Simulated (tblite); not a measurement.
Compound: C₆H₁₁BN₂.
SMILES with atom numbers: `[CH3:1][N+:2]1([CH3:3])[BH2-:4][C:5]([C:6]#[N:7])=[CH:8][CH2:9]1` (hydrogens: H10, H11, H12 on C1; H13, H14, H15 on C3; H16, H17 on B4; H18 on C8; H19, H20 on C9)
Bond orders are those of one Lewis drawing.

Computed with GFN2-xTB (tblite), gas phase: L-BFGS steps from a force-field or distance-geometry start until the largest atomic force falls under 0.01 eV/Å.

Geometry at step 1:
```
atom  x, y, z in Å
C1     -1.7272   -0.0867   -1.1158
N2     -0.6326   -0.0263   -0.1630
C3     -1.0997    0.5718    1.0974
B4      0.5647    0.8756   -0.6474
C5      1.7579    0.1429    0.1280
C6      3.0370    0.7415    0.3642
N7      4.0113    1.2338    0.5395
C8      1.3597   -1.1021    0.4898
C9     -0.0597   -1.3583    0.0786
H10    -1.6354    0.7000   -1.8759
H11    -2.6399    0.0345   -0.5228
H12    -1.7037   -1.0616   -1.6150
H13    -1.5064   -0.1938    1.7798
H14    -0.2332    1.0408    1.5569
H15    -1.8226    1.3730    0.8724
H16     0.7005    0.7601   -1.8059
H17     0.3779    1.9613   -0.2494
H18     1.9867   -1.7940    1.0176
H19    -0.6108   -1.8141    0.9020
H20    -0.1296   -1.9878   -0.8340
```

Q: Give the atomic forces at this geometry.

A: 
| atom | Fx (eV/Å) | Fy (eV/Å) | Fz (eV/Å) |
| --- | --- | --- | --- |
| C1 | -0.491 | -0.141 | -0.067 |
| N2 | -0.290 | -0.135 | 0.156 |
| C3 | 0.099 | 0.025 | 0.089 |
| B4 | 0.814 | 0.424 | -0.122 |
| C5 | 0.506 | -0.657 | 0.307 |
| C6 | -6.422 | -3.567 | -1.051 |
| N7 | 5.537 | 2.854 | 0.989 |
| C8 | 0.767 | 1.524 | -0.426 |
| C9 | 0.309 | -0.166 | 0.465 |
| H10 | -0.121 | -0.176 | 0.354 |
| H11 | -0.243 | -0.202 | -0.678 |
| H12 | -0.323 | 0.335 | -0.063 |
| H13 | -0.158 | 0.401 | -0.273 |
| H14 | -0.137 | -0.127 | 0.358 |
| H15 | 0.253 | -0.433 | 0.244 |
| H16 | 0.040 | 0.058 | -0.466 |
| H17 | -0.028 | 0.580 | -0.275 |
| H18 | -0.152 | -0.379 | 0.049 |
| H19 | -0.130 | -0.511 | -0.077 |
| H20 | 0.170 | 0.293 | 0.486 |

The largest, 7.42 eV/Å, acts on C6; the rms over all components is 1.313 eV/Å. The forces sum to zero within rounding, as they must for an isolated molecule in no field.

Q: Give the force on C6 in Eh/bohr and in nN.

A: 7.421 eV/Å ÷ 51.422 = 0.14431 Eh/bohr, and 7.421 eV/Å × 1.602 = 11.89 nN.

Q: How far is this geometry from the end of the optimisation?

A: 0.666 eV above it, and 0.356 Å rms away after alignment. The bonds farthest from their final lengths, with half the difference of the two atoms' forces along the bond (positive lengthens):

```csv
bond,now (Å),final (Å),force along bond (eV/Å)
N2–B4,1.575,1.658,+0.62
C6≡N7,1.106,1.150,+6.86
C5–C6,1.432,1.398,-3.81
C5=C8,1.356,1.336,-1.14
B4–H16,1.172,1.189,+0.14
C3–H15,1.102,1.088,-0.23
```

The angle farthest from its final value is N2–C1–H11, 105.6° against 111.2°.

Of the 6 listed bonds off by 0.010 Å or more, this force points towards the final length in 6.

What follows is the cost of the whole relaxation. Hardware: one thread, Intel Xeon at 2.50 GHz (x86_64), shared host with 64 logical CPUs at a one-minute load of 57. Cost: 1.7 s wall.
